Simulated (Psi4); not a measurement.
HAl (SMILES [AlH]), singlet, geometry from GFN2-xTB (such geometries of metal compounds can be far from the true shape). Base run: CCSD(T)/aug-cc-pVTZ (Psi4 1.11).

Psi4 was given this input:
```
memory 2 GB

molecule mol {
0 1
Al   -0.000000   -0.000000   -0.115220
H     0.000000    0.000000    1.497855
}

set {
  basis aug-cc-pvtz
  reference rhf
  freeze_core true
}

energy('ccsd(t)')
print_variables()
```

The base run was repeated with changes; each row names its change, and settings that it needs were set with it.

```tsv
change	ΔE vs base (kcal/mol)	MP2 correlation (Eh)	basis functions
base	0.000	-0.06319	73
method = qcisd(t)	-0.010	-0.06319	73
method = mp4	1.65	-0.06319	73
method = dlpno-mp2	13.46	-0.06317	73
method = mp3	?	-0.06317	73
method = ccsd	?	-0.06319	73
method = mp2	13.46	-0.06317	73
method = fno-ccsd(t)	0.000	-0.06319	73
```

Task: Some entries are withheld; supply them.

Result: 
- method = mp3, ΔE vs base (kcal/mol): 4.53
- method = ccsd, ΔE vs base (kcal/mol): 0.93
